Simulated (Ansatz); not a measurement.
Consider the cleavage of the Si–Al bond: `C=[CH][Al]([CH3])[SiH3]` + `CC#CS` → `CC#CS[SiH3]` + `C=[CH][AlH][CH3]`.

Computed with Ansatz on PBE0-D4/def2-TZVP structures; ΔE is electronic, products minus reactants. CCSD(T)/CBS is the MP2 limit (def2-TZVPP, def2-QZVPP) plus CCSD(T) − MP2 in def2-TZVPP, frozen cores. DFT in def2-TZVPP. Each species was taken in one conformer, which may not be the lowest.

(1) Is it downhill or uphill in electronic energy at CCSD(T)/CBS, and by how much? (Estimate.)

(2) What do these levels give: PBE0-D4, ωB97M-V, B2PLYP, r2SCAN, CCSD(T)/def2-TZVPP, MP2/def2-QZVPP? (An estimate is asked.)

Largest T1 diagnostic among the species: 0.012.

Results:

(1) Computed: Downhill: ΔE = -12.2 kcal/mol.

(2) Computed: PBE0-D4 -10.2, ωB97M-V -13.1, B2PLYP -12.5, r2SCAN -11.5, CCSD(T)/def2-TZVPP -11.4, MP2/def2-QZVPP -15.0 kcal/mol.

From PBE to PBE0 (25 % exact exchange), in def2-TZVPP and without D4, ΔE moves by −1.0 kcal/mol.
